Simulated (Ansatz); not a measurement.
## Interaction energy ladder

The pair of H2Te (SMILES [TeH2], atoms 1–3) and PH3 (SMILES P, atoms 4–7), both closed shells, in one local arrangement (a lower one may exist), relaxed at PBE0-D4/def2-TZVP:

```tsv
atom	x (Å)	y (Å)	z (Å)
Te1	-0.4721	0.6402	-2.4399
H2	1.1263	1.0612	-2.3464
H3	-0.0879	-0.9342	-2.1043
P4	-0.0784	-0.6580	1.3877
H5	0.7573	0.4835	1.2841
H6	0.0223	-0.7074	2.8048
H7	-1.2675	0.1147	1.4140
```

Program: Ansatz 0.2.0. Basis: def2-TZVPPD, with def2-QZVPPD for the basis limit. Cores are frozen in the correlated methods. Filled d shells of the heavier atoms are correlated. Core potentials replace the inner electrons of the atoms past krypton. The def2 sets are not built for correlating such inner shells, so the correlated values are less sure here. Extrapolation: Hartree–Fock as exp(−7.88 √X), correlation as X^−2.97. Interaction energies count from these two fragments, frozen as in the pair, with the counterpoise correction; negative means bound.

Problem. What is the interaction energy by CCSD(T) at an estimated basis limit (MP2 extrapolated from triple and quadruple zeta, plus CCSD(T) − MP2 in triple zeta)? (An estimate is asked for; the value comes from the calculation.)

Solution. The calculation gives: -1.20 kcal/mol. Hartree–Fock alone gives 0.90 kcal/mol at the basis limit, so without correlation the pair would not bind at this distance. Plain CCSD(T) in triple zeta gives -0.83 kcal/mol; the step to the limit is large here, so the limit is uncertain. It counts from the two fragments frozen as in the pair.

Problem. Which atoms make the shortest contact between the fragments?

Solution. H3 and P4, 3.50 Å apart.

Basis-set superposition shift (counterpoise-corrected less uncorrected): CCSD(T) 0.49; MP2 0.49; HF 0.04; PBE0-D4 0.05; wB97M-V 0.08 kcal/mol.

No T1 diagnostic of these runs exceeds 0.014.

For scale, one of the runs: CCSD(T)/def2-TZVPPD, 192 basis functions, launched by `ansatz run in.yaml --threads 2 --pin off --events-out ev --progress --plain --max-ram 5222MiB`. Time: 62 s of wall clock on 2 CPU threads; the host was shared. Peak host memory: 2.2 GiB.
